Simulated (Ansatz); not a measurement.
Program: Ansatz. Geometries: PBE0-D4/def2-TZVP. ΔE: electronic, gas phase. CCSD(T)/CBS is the MP2 limit (def2-TZVPP, def2-QZVPP) plus CCSD(T) − MP2 in def2-TZVPP, frozen cores. This one scheme is used for every species. Functionals use def2-TZVPP. B3LYP here is the variant with VWN-RPA as its local correlation; programs differ in this. HSE06 is defined as in plane-wave codes. For Se outer-core shells are correlated without core-valence functions, which leaves a few kJ/mol of doubt a bond. Scalar relativity is left out up to krypton. One conformer a species, not always the lowest.

Consider the ligand exchange at the Si–Se bond: `C[SiH](F)[SeH]` + `N=C=O` → `C[SiH](F)N=C=O` + H₂Se.

Is it downhill or uphill in electronic energy at CCSD(T)/CBS, and by how much? (Best estimate.)

The calculation gave: Downhill: ΔE = -9.1 kcal/mol.

What do these levels give: BLYP-D4, B3LYP-D4, HSE06-D4, ωB97X-V, ωB97M-V, PBE, BHLYP, LC-ωPBE, HF/def2-SVP, CCSD/def2-SVP, HF/def2-TZVPP, MP2/def2-TZVPP? (Best estimate.)

Ansatz gave: BLYP-D4 -9.0, B3LYP-D4 -10.0, HSE06-D4 -7.8, ωB97X-V -9.7, ωB97M-V -9.6, PBE -6.7, BHLYP -12.4, LC-ωPBE -9.5, HF/def2-SVP -15.9, CCSD/def2-SVP -12.5, HF/def2-TZVPP -14.6, MP2/def2-TZVPP -9.8 kcal/mol.

Largest T1 diagnostic among the species: 0.018.

From r2SCAN to r2SCAN0 (25 % exact exchange), in def2-TZVPP and without D4, ΔE moves by −0.8 kcal/mol. In def2-TZVPP, CCSD(T) changes the Hartree–Fock value by +4.4 kcal/mol (the triples alone add +0.8 kcal/mol) and MP2 by +4.8 kcal/mol. Leaving LDA and LC-ωPBE aside and taking each functional with its dispersion term where it has one, the values, not all of them listed here, spread over 5.2 kcal/mol, from BHLYP-D4 to PBE-D4. LDA lies −1.0 kcal/mol from PBE without D4.
